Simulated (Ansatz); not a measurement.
Molecule: Ga2O, net charge 1, doublet state. SMILES of the parent species: [Ga][O][Ga]
Structure (B3LYP-D3(BJ)/def2-TZVP (Ansatz, a program for electronic structure) minimum search):
```
O
Ga 1 1.8075
Ga 1 1.8075 2 180.00
```
Charge +1, spin multiplicity 2.

Parts of the frozen-core correlation energy in aug-cc-pVDZ (Ansatz, hartree). Frozen orbitals: 29; correlated occupied orbitals by spin: 6 and 5; virtual: 60 and 61. UHF or UKS for open shells. No spin-orbit coupling. No relativistic terms.

```tsv
term	value
reference (HF)	-3921.10938
MP2 opposite-spin	…
MP2 same-spin	-0.07374
CCSD correlation	…
(T)	…
T1 diagnostic	0.031
largest doubles amplitude	0.059
<S^2> of the reference	0.817
```

Q: Complete the blanks.

A: 
- MP2 opposite-spin, value: -0.20340
- CCSD correlation, value: -0.29182
- (T), value: -0.01256
